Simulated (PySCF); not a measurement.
hexa-1,5-dien-3-yne (C₆H₆), SMILES C(C#CC=C)=C.

Coordinates come from a PBE0-D3(BJ)/def2-SVP optimisation.

All values below come from PBE/def2-TZVP run with PySCF.

The molecule is in vacuum.

```json
{
 "total_energy": "-231.91507 hartree",
 "point_group": "C2v",
 "highest_occupied_level": "-5.61 eV",
 "lowest_empty_level": "-2.43 eV",
 "orbital_gap": "3.18 eV",
 "dipole_moment": "0.07 D",
 "quadrupole, principal values (traceless, Buckingham form, about the centre of nuclear charge)": "-9.33, 0.60, 8.74 D·Å",
 "mean_static_polarisability": "86.5 bohr³ (12.82 Å³)",
 "polarisability_principal_values": "41.0, 64.7, 153.8 bohr³"
}
```
